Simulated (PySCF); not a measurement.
## Se (selenium, neutral) across methods

[Ar] 3d10 4s1 4p4 5s1, high-spin 5P determinant (an excited configuration). Computed with PySCF 2.14 in aug-cc-pVTZ-DK, with scalar relativity by spin-free X2C-1e. The B2PLYP total includes its PT2 part (frozen core); its orbital energies are those of the SCF part.

```csv
method,E (hartree),mean ε 4p α (eV),mean ε 4p β (eV),mean ε 5s α (eV),Σ⟨r²⟩ (bohr²),⟨S²⟩
UHF,-2427.47327,-16.928,-11.313,-3.353,62.09,6.012
r2SCAN,-2429.169,-12.279,-9.293,-2.020,61.25,6.007
PBE0,-2428.905,-13.123,-10.013,-2.422,60.94,6.004
HSE06,-2428.899,-12.677,-9.657,-2.117,60.87,6.003
wB97X,-2429.214,-15.378,-12.396,-3.407,60.98,6.004
LDA,-2425.587,-11.689,-9.234,-2.116,60.40,6.002
B2PLYP,-2428.754,-14.356,-10.668,-2.659,61.31,6.006
PBE,-2428.858,-11.625,-9.122,-1.988,60.73,6.003
```

Problem. Estimate the same row for M06-2X.

Solution. E (hartree) = -2429.306; mean ε 4p α (eV) = -14.352; mean ε 4p β (eV) = -10.772; mean ε 5s α (eV) = -3.009; Σ⟨r²⟩ (bohr²) = 61.85; ⟨S²⟩ = 6.011.

The outer electron is Rydberg-like, and this basis confines it to a smaller radius and binds it less than a complete one would.
